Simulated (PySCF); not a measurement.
**How methods differ on the excitation energy of Si²⁺**

Si²⁺ [Ne] 3s2 (1S) → Si²⁺ [Ne] 3d2 (3F), as a difference of total energies. All numbers are calculated (PySCF 2.14, the spin-free X2C one-electron Hamiltonian (Gaussian nucleus), in x2c-TZVPPall with one added diffuse shell each of s, p, d type (6s6p4d1f, 51 functions)). Correlated levels: valence and next inner shell: 1s2 frozen. The calculations carry no spin-orbit coupling.

```
                                method  excitation energy (eV)
                                   UHF                  35.416
    MP2 (valence and next inner shell)                  36.431
SCS-MP2 (valence and next inner shell)                  36.646
   CCSD (valence and next inner shell)                  36.542
CCSD(T) (valence and next inner shell)                  36.570
```

Q: How much does correlation contribute at CCSD(T) (valence and next inner shell)?

A: 36.570 − (35.416) = 1.154 eV, measured against UHF.

The upper state lies above the first ionisation limit, where it may autoionise and the basis confines it.

The promoted electron is Rydberg-like, and one or two diffuse shells describe it only roughly, which tends to raise the upper state.
